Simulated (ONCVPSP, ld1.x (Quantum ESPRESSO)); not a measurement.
Pseudopotentials across the periodic table

Generated with ld1.x 7.5 (TM, RRKJ, ultrasoft, PAW), atompaw 4.2 or ONCVPSP 4.0.1. The cutoff is in Ry: for ld1.x and atompaw files where the sum of valence levels is converged to 10 mRy in a Bessel basis, for ONCV files where the hardest occupied wave has 1 mHa per electron of residual kinetic energy. The error is the largest all-electron minus pseudo excitation energy over each file’s own four to seven test configurations (ionisations up to +4, promotions, holes and added fractions of an electron), all of which were solved. The labels leave out finer settings (local radius, basis sizes, second energies), which also bear on the numbers. Spin-polarised tests are not counted. The rows are a selection from randomly drawn settings: files with unsolved tests, undetermined cutoffs or missed reference levels are left out.

A true bound ghost makes a file unfit for plane-wave use even where its test errors are small: the radial tests pick states by their node count and pass the ghost by.

| element | potential | cutoff (Ry) | largest error (meV) | bound ghosts |
| --- | --- | --- | --- | --- |
| Ne | RRKJ, PBE, scalar-relativistic, rc 0.75/0.90 (sp), local smoothed, core correction yes, reference 2s2 2p5.75 | 200 | +444 | none |
| Cd | TM, PBE, scalar-relativistic, rc 1.80/2.95/1.40 (spd), local d, core correction no, reference 4d10 5s1 5p1 | 80 | -78 | s, p |
| Cs | ONCV, PBE, scalar-relativistic, rc 3.10/2.15/2.15 (spd), local d, core correction no, reference 5s2 5p6 6s0.5, qcut 3.9/4/4.5, projectors 2/2/0 | 14 | -7.8 | none |
| Ir | ONCV, LDA (Perdew-Zunger), scalar-relativistic, rc 1.60/1.65/1.70/0.50 (spdf), local smoothed, core correction no, reference 4f14 5s2 5p6 5d7 6s1, qcut 6.7/9.6/6.7/21.8, projectors 2/2/3/1 | 2765 | -262 | s, p, d |
| Pt | ONCV, PBEsol, scalar-relativistic, rc 1.05/1.70/1.35 (spd), local smoothed, core correction yes, reference 5s2 5p6 5d9, qcut 6.7/9.1/7, projectors 2/1/2 | 465 | +140 | none |
| Tl | ONCV, PBEsol, non-relativistic, rc 2.40/2.40 (sp), local p, core correction yes, reference 6s2 6p1, qcut 2.5/3.9, projectors 1/0 | 18 | -209 | none |

(1) Fill in the row for C: ONCV, PBE, non-relativistic, rc 1.35/2.40/2.15 (spd), local smoothed, core correction no, reference 2s2 2p2, qcut 4.9/6.9/4, projectors 2/2/3.

(2) Fill in the row for Pb: ONCV, PW91, scalar-relativistic, rc 1.20/1.75/1.45 (spd), local smoothed, core correction no, reference 5s2 5p6 5d10 6s2 6p1, qcut 7.6/7.8/12.2, projectors 2/2/2.

(3) Fill in the row for Ne: TM, PBE, non-relativistic, rc 0.55/1.05/1.05 (spd), local smoothed, core correction no, reference 2s2 2p5.75.

Answers

(1) cutoff 76 Ry, largest error +863 meV, bound ghosts: none.

(2) cutoff 206 Ry, largest error -19 meV, bound ghosts: s.

(3) cutoff 230 Ry, largest error +857 meV, bound ghosts: none.
